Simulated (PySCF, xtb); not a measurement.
C₄H₄N, SMILES [c]1ccc[nH]1, multiplicity 2.

Harmonic wavenumbers (cm⁻¹) from GFN2-xTB (xtb) at its own minimum, in rising order: 337, 540, 572, 744, 783, 800, 813, 828, 1035, 1063, 1099, 1177, 1198, 1333, 1367, 1446, 1549, 3149, 3162, 3191, 3485.

**Question.** What does B3LYP-D3(BJ)/def2-SVP (PySCF 2.14.0) give at its own minimum? (The exact figures need the calculation; the answer reports its results.)

**Answer.** 361, 490, 624, 694, 764, 853, 877, 887, 1018, 1056, 1106, 1185, 1248, 1380, 1416, 1474, 1564, 3232, 3259, 3264, 3666. Paired by order, the mean absolute difference is 49 cm⁻¹ and the zero-point energies are 42.4 and 43.5 kcal/mol.
